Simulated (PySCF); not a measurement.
**Unknown compound**

The spectra below were simulated for a compound C6H7F3Si.

$^{1}$H NMR (400 MHz, computed): δ 7.26 (m, 1H), 7.06 (d, 1H), 6.32 (m, 1H), 4.67 (m, 2H), 3.24 (m, 2H).

$^{13}$C{$^{1}$H} NMR (computed): δ 155.8 (CH), 155.0 (CH), 143.3 (C), 136.7 (CH), 135.3 (C), 44.6 (CH2).

All values are calculated (PySCF 2.14): GIAO PBE0/pcSseg-1 shieldings, structure optimised with GFN2-xTB. No solvent, single conformer, equivalent nuclei averaged, non-relativistic.

δ = σ(ref) − σ, references computed at the same level: $^{1}$H and $^{13}$C vs TMS.

Task: Choose the structure that fits.
A. CC1=C[SiH2]C(C(F)(F)F)=C1
B. C[Si@H]1C=CC(C(F)(F)F)=C1
C. FC(F)(F)CC1=CC=C[SiH2]1
D. FC(F)=C(F)/C=C/[C@@H]1C[SiH2]1
E. CC1=C(C(F)(F)F)C=C[SiH2]1

Result: C. 

Rings plus π bonds: 3 (1 ring in the answer). 6 carbon signals for 6 carbons: no two carbons are equivalent. Carbon types of the structure: 2 × C, 3 × CH, 1 × CH2, leaving 2 H on heteroatoms. δC 155.8, 155.0, 136.7: alkene CH; the olefinic region. δC 143.3: fully substituted alkene carbon; the olefinic region. δC 135.3: CF3 carbon; 3 electronegative neighbours deshield it. δC 44.6: allylic sp3 CH2; a saturated carbon with 2 carbon neighbours and no heteroatom attached. δH 7.26, 7.06, 6.32: hydrogen on an alkene CH; olefinic region.

The others: CC1=C[SiH2]C(C(F)(F)F)=C1 would give 4 signals for carbon-bound and other non-exchanging H, not 5; C[Si@H]1C=CC(C(F)(F)F)=C1 has carbons computed at 155.4, 151.7, 141.3, 141.0, 131.9, -7.0, with a different DEPT pattern; CC1=C(C(F)(F)F)C=C[SiH2]1 would give 4 signals for carbon-bound and other non-exchanging H, not 5; FC(F)=C(F)/C=C/[C@@H]1C[SiH2]1 would give 7 signals for carbon-bound and other non-exchanging H, not 5.

Splittings by $^{19}$F in the carbon and heteronuclear signals aren't shown, as no couplings were computed. Shifts are as computed. Against solution values, carbons near 30 ppm lie about +3 ppm off and those near 130 ppm about +5 ppm. Of 1211 compounds with measured shifts, 218 miss one by over three times the rms of a fit or turn the order of signals round; such compounds aren't used in these exercises. No couplings were computed; multiplicities are counted from neighbouring protons, with m where these are inequivalent, close in shift, in a saturated or five-membered ring or joined by F or P, and br s for small geminal =CH2 splittings.
